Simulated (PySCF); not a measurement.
B(F)2(SMe) (CH3BF2S), SMILES CSB(F)F.

Coordinates come from a B3LYP-D3(BJ)/def2-SVP optimisation. One conformer was computed; it need not be the lowest.

Level of theory: PBE/def2-TZVP run with PySCF.

Symmetry labels are those of the subgroup Cs that the program uses (full group Cs).

Computed valence orbital energies around the gap with their symmetry:
| orbital | symmetry | energy (eV) |
|---|---|---|
| HOMO−7 | A" | -11.91 |
| HOMO−6 | A" | -10.75 |
| HOMO−5 | A' | -10.65 |
| HOMO−4 | A" | -10.42 |
| HOMO−3 | A' | -10.06 |
| HOMO−2 | A' | -9.40 |
| HOMO−1 | A' | -8.01 |
| HOMO | A" | -6.49 |
| LUMO | A" | -0.78 |
| LUMO+1 | A' | -0.67 |
| LUMO+2 | A' | 0.08 |
| LUMO+3 | A' | 1.46 |
